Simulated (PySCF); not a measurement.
H₆NSi₂, SMILES [SiH3][N][SiH3], multiplicity 2. Atoms are numbered in the order given.

```xyz
9

Si     0.0026     0.0787     1.6353
N      0.0192    -0.4984     0.0000
Si     0.0026     0.0787    -1.6353
H     -1.4034    -0.1027     2.1136
H      0.9116    -0.7686     2.4600
H      0.3880     1.5135     1.8161
H      0.3880     1.5135    -1.8161
H     -1.4034    -0.1027    -2.1136
H      0.9116    -0.7686    -2.4600
```
Charge 0, spin multiplicity 2.

Geometry: B3LYP-D3(BJ)/def2-SVP. The isomer is the one that the SMILES or the coordinates give; other isomers of the formula were not compared.

Calculation: PBE0/pcH-1 in PySCF.

Unrestricted Kohn–Sham, ⟨S²⟩ = 0.755. Hyperfine tensors hold the contact and dipolar terms, without spin-orbit corrections.

**Question.** Estimate the hyperfine couplings. (An estimate is asked for; the answer gives what the named calculation found.)

**Answer.** 
```json
[
 {"nucleus": "29Si no. 1", "A(iso) (MHz)": "48.8", "A(iso) (G)": "17.4", "dipolar principal values (MHz)": "-2.6, -0.8, 3.4"},
 {"nucleus": "14N no. 2", "A(iso) (MHz)": "25.9", "A(iso) (G)": "9.3", "dipolar principal values (MHz)": "-38.4, -37.5, 75.8"},
 {"nucleus": "29Si no. 3", "A(iso) (MHz)": "48.8", "A(iso) (G)": "17.4", "dipolar principal values (MHz)": "-2.6, -0.8, 3.4"},
 {"nucleus": "1H no. 4", "A(iso) (MHz)": "115.1", "A(iso) (G)": "41.1", "dipolar principal values (MHz)": "-4.1, -1.3, 5.4"},
 {"nucleus": "1H no. 5", "A(iso) (MHz)": "56.4", "A(iso) (G)": "20.1", "dipolar principal values (MHz)": "-3.6, -2.2, 5.8"},
 {"nucleus": "1H no. 6", "A(iso) (MHz)": "0.7", "A(iso) (G)": "0.2", "dipolar principal values (MHz)": "-3.0, -2.7, 5.6"},
 {"nucleus": "1H no. 7", "A(iso) (MHz)": "0.7", "A(iso) (G)": "0.2", "dipolar principal values (MHz)": "-3.0, -2.7, 5.6"},
 {"nucleus": "1H no. 8", "A(iso) (MHz)": "115.1", "A(iso) (G)": "41.1", "dipolar principal values (MHz)": "-4.1, -1.3, 5.4"},
 {"nucleus": "1H no. 9", "A(iso) (MHz)": "56.4", "A(iso) (G)": "20.1", "dipolar principal values (MHz)": "-3.6, -2.2, 5.8"}
]
```

**Question.** And the g tensor (effective nuclear charges for spin-orbit coupling, GIAO)? (Estimate from the structure and the level; the computed values follow.)

**Answer.** principal values 2.0022, 2.0048, 2.0155; isotropic 2.0075.
